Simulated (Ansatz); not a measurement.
Ansatz results at the PBE0-D4/def2-TZVP geometry: HOMO–LUMO gap (PBE0/def2-TZVPP) 5.58 eV; HOMO–LUMO gap (B3LYP/def2-TZVPP) 5.17 eV; HOMO energy (ωB97M-V/def2-TZVPP) -9.33 eV.

Q: Which molecule gave them?
A. `[Cl][SbH2]`
B. `[F][SbH][F]`
C. `[CH3][SbH][CH3]`
D. `[F][SbH][SiH3]`

A: D. The others give `[CH3][SbH][CH3]`: 6.69, 6.28, -8.77; `[Cl][SbH2]`: 5.99, 5.58, -9.78; `[F][SbH][F]`: 6.62, 6.19, -10.48.

B3LYP here is the variant with VWN-RPA as its local correlation; programs differ in this.
